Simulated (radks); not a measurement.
The mercury ion Hg4+, 76 electrons, occupied as [Xe] 4f14 5d8.

Calculated with a radial shooting solver on a logarithmic mesh with Libxc functionals: Dirac Kohn-Sham, PBEsol, spin-unpolarised, spherical densities, finite nucleus; open shells fill j = l - 1/2 first; Fermi nuclear charge, rms radius 5.4648 fm.

Energy parts (hartree):
total: -19647.8097
kinetic: 22648.5669
electron-nucleus: -49419.4991
Hartree: 7489.6802
exchange-correlation: -366.5577

Orbitals (lengths in bohr, moments of r in powers of bohr; <r^-3> diverges for s and p1/2; r(90%) holds 90 % of the orbital's charge):
orbital,occ.,eigenvalue (hartree),<r^-3>,<1/r>,r(90%)
1s1/2,2,-3050.868,-,97.47,0.0304
2s1/2,2,-541.8683,-,24.01,0.109
2p1/2,2,-520.1897,-,23.98,0.0951
2p3/2,4,-448.6568,21430,19.41,0.107
3s1/2,2,-129.9949,-,8.811,0.265
3p1/2,2,-120.1836,-,8.727,0.257
3p3/2,4,-104.3407,5007,7.535,0.279
3d3/2,4,-88.01539,876.2,7.435,0.252
3d5/2,6,-84.61919,722.9,7.165,0.259
4s1/2,2,-30.02288,-,3.734,0.573
4p1/2,2,-25.80970,-,3.626,0.583
4p3/2,4,-21.98016,1214,3.212,0.631
4d3/2,4,-15.07440,191.3,3.011,0.660
4d5/2,6,-14.36019,154.2,2.916,0.676
4f5/2,6,-5.46907,32.74,2.555,0.766
4f7/2,8,-5.31473,31.08,2.518,0.776
5s1/2,2,-6.17657,-,1.531,1.28
5p1/2,2,-4.77434,-,1.410,1.39
5p3/2,4,-4.08582,215.3,1.261,1.52
5d3/2,4,-2.14699,22.42,0.9892,1.97
5d5/2,4,-2.06516,17.75,0.9574,2.03
6s1/2,0,-1.67638,-,0.6137,2.99
6p1/2,0,-1.32918,-,0.5376,3.40
6p3/2,0,-1.22152,34.54,0.4953,3.66

The highest occupied level is 5d5/2 at -56.196 eV. The density falls to 0.001 e/bohr^3 at r = 3.07 bohr. Summed over all electrons, <r^2> = 33.83 bohr^2, which gives a Langevin (diamagnetic) susceptibility term of -26.8 x 10^-6 cm^3/mol. For comparison, the ionisation energy in NIST's Atomic Spectra Database is 61.2 eV (measured). In exact Kohn-Sham theory the highest level is minus the ionisation energy, but local and semilocal functionals leave it too shallow, through self-interaction and a potential that decays too fast; potentials with the right tail come closer.

Beside tabulated values, note that spin-unpolarised runs miss the spin-polarisation part of the exchange energy of open shells.
